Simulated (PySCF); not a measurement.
**In²⁺ (indium, charge +2): PBE0 calculation**

Configuration: [Kr] 4d9 5s1 6s1, high-spin 4D determinant (an excited configuration). Computed with PySCF 2.14 in dyall-av2z (22s16p12d, 130 functions), with the non-relativistic Hamiltonian (point nucleus).

```
Total energy                                                  : -5740.20 hartree
One-electron energy                                           : -7869.29 hartree
Hartree (Coulomb) energy                                      : 2284.01 hartree
Exchange-correlation energy                                   : -154.91 hartree
Kinetic energy                                                : 5737.95373 hartree
⟨S²⟩                                                          : 3.7501
⟨L²⟩                                                          : 6.005
Sum of ⟨r⟩                                                    : 31.63 bohr
Sum of ⟨r²⟩                                                   : 56.33 bohr²
Traceless quadrupole moment −½Σ⟨3z² − r²⟩ along its main axis : 0.128 e·bohr²
Density at the nucleus (Gaussians lack the cusp)              : 82400 bohr⁻³
Spin density at the nucleus                                   : 23.5 bohr⁻³
Langevin diamagnetic susceptibility                           : -44.6 ×10⁻⁶ cm³/mol
Time after the integrals                                      : 8.4 s of wall time on 1 thread of Neoverse-V2 (shared host)
```

| shell | electrons | mean orbital energy (eV) | spread (eV) | rms radius, mean of both spins (bohr) |
| --- | --- | --- | --- | --- |
| 1s α | 1 | -26915.9 | 0 | 0.0359 |
| 1s β | 1 | -26915.8 | 0 | 0.0359 |
| 2s α | 1 | -3990.1 | 0 | 0.146 |
| 2s β | 1 | -3989.7 | 0 | 0.146 |
| 2p α | 3 | -3725.9 | 0.520 | 0.126 |
| 2p β | 3 | -3725.6 | 0.227 | 0.126 |
| 3s α | 1 | -788.34 | 0 | 0.386 |
| 3s β | 1 | -788.09 | 0 | 0.386 |
| 3p α | 3 | -679.79 | 1.031 | 0.379 |
| 3p β | 3 | -679.55 | 0.842 | 0.379 |
| 3d α | 5 | -479.39 | 1.166 | 0.353 |
| 3d β | 5 | -479.03 | 0.783 | 0.353 |
| 4s α | 1 | -146.99 | 0 | 0.929 |
| 4s β | 1 | -145.43 | 0 | 0.929 |
| 4p α | 3 | -110.72 | 2.001 | 0.991 |
| 4p β | 3 | -109.12 | 0.429 | 0.991 |
| 4d α | 5 | -50.811 | 2.285 | 1.21 |
| 4d β | 4 | -49.490 | 1.376 | 1.21 |
| 5s α | 1 | -29.515 | 0 | 2.41 |
| 6s α | 1 | -11.558 | 0 | 5.22 |

A non-relativistic calculation at this Z misses sizeable relativistic shifts. The outer electron is Rydberg-like, and this basis confines it to a smaller radius and binds it less than a complete one would.
